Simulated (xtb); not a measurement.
Cl2MoO2, triplet, at a GFN2-xTB geometry (such geometries of metal compounds can be far from the true shape) (the multiplicity is a formal guess); GFN2-xTB in xtb.

Input for xtb:
```
$ xtb mol.xyz --gfn 2 --uhf 2 --json

# file mol.xyz
5

Mo     0.54632239    -0.10204682     0.18042404
O      1.63677184    -0.63493831    -0.91809735
O      0.90207968     0.16070969     1.75655803
Cl    -0.93786602     1.51719742    -0.70895037
Cl    -1.60662531    -1.04191535    -0.13137287
```

It wrote (shortened):

```
   ID    Z sym.   atoms
    1   42 Mo     1
    2    8 O      2, 3
    3   17 Cl     4, 5

           -------------------------------------------------
          |                Calculation Setup                |
           -------------------------------------------------

           -------------------------------------------------
          |                 G F N 2 - x T B                 |
           -------------------------------------------------

          ...................................................
          :                      SETUP                      :
          :.................................................:
          :  # basis functions                  38          :
          :  # atomic orbitals                  35          :
          :  # shells                           13          :
          :  # electrons                        32          :
          :  max. iterations                   250          :
          :  Hamiltonian                  GFN2-xTB          :
          :  restarted?                      false          :
          :  GBSA solvation                  false          :
          :  PC potential                    false          :
          :  electronic temp.          300.0000000     K    :
          :  accuracy                    1.0000000          :
          :  -> integral cutoff          0.2500000E+02      :
          :  -> integral neglect         0.1000000E-07      :
          :  -> SCF convergence          0.1000000E-05 Eh   :
          :  -> wf. convergence          0.1000000E-03 e    :
          :  Broyden damping             0.4000000          :
          :  net charge                          0          :
          :  unpaired electrons                  2          :
          ...................................................

 iter      E             dE          RMSdq      gap      omega  full diag
   1    -18.8812504 -0.188813E+02  0.144E+01    3.08       0.0  T
   2    -19.0081718 -0.126921E+00  0.105E+01    2.08       1.0  T
   3    -19.3489185 -0.340747E+00  0.586E+00    2.67       1.0  T
   4    -19.3474690  0.144950E-02  0.378E+00    2.70       1.0  T
   5    -19.2661656  0.813034E-01  0.486E+00    2.90       1.0  T
   6    -19.3544782 -0.883125E-01  0.308E+00    2.88       1.0  T
   7    -19.3631479 -0.866970E-02  0.129E+00    2.82       1.0  T
   8    -19.3636696 -0.521694E-03  0.123E+00    2.83       1.0  T
   9    -19.3646421 -0.972522E-03  0.112E+00    2.84       1.0  T
[...]
         :: total energy             -19.314933152882 Eh    ::
[...]
       ...                                ...                  ...
        35                          0.6110544              16.6276
      -------------------------------------------------------------
                  HL-Gap            0.1046974 Eh            2.8490 eV
             Fermi-level           -0.4051857 Eh          -11.0257 eV

     #   Z          covCN         q      C6AA      α(0)
     1  42 Mo       3.264     0.910   347.662    44.861
     2   8 O        0.804    -0.438    22.470     6.354
     3   8 O        0.804    -0.438    22.470     6.354
     4  17 Cl       1.214    -0.017    99.752    15.280
     5  17 Cl       1.214    -0.017    99.752    15.280

 Mol. C6AA /au·bohr⁶  :       2230.814570
 Mol. C8AA /au·bohr⁸  :     133350.226105
 Mol. α(0) /au        :         88.129636

Wiberg/Mayer (AO) data.
largest (>0.10) Wiberg bond orders for each atom

 ---------------------------------------------------------------------------
     #   Z sym  total        # sym  WBO       # sym  WBO       # sym  WBO
 ---------------------------------------------------------------------------
     1  42 Mo   5.966 --     3 O    2.069     2 O    2.069     5 Cl   0.914
                             4 Cl   0.914
     2   8 O    2.283 --     1 Mo   2.069
     3   8 O    2.283 --     1 Mo   2.069
     4  17 Cl   1.359 --     1 Mo   0.914     5 Cl   0.305
     5  17 Cl   1.359 --     1 Mo   0.914     4 Cl   0.305
 ---------------------------------------------------------------------------

Topologies differ in total number of bonds
Writing topology from bond orders to xtbtopo.mol

molecular dipole:
                 x           y           z       tot (Debye)
 q only:       -1.077       0.201      -0.356
   full:       -1.284       0.240      -0.424       3.490
molecular quadrupole (traceless):
                xx          xy          yy          xz          yz          zz
 q only:       -1.247       1.801       4.537       0.207      -2.030      -3.290
  q+dip:       -3.659       2.392       5.518      -1.164      -1.583      -1.860
   full:       -3.630       2.644       6.205      -0.989      -1.980      -2.574

           -------------------------------------------------
          | TOTAL ENERGY              -19.314933152882 Eh   |
          | GRADIENT NORM               0.000030256586 Eh/α |
          | HOMO-LUMO GAP               2.848961848867 eV   |
           -------------------------------------------------

normal termination of xtb
```
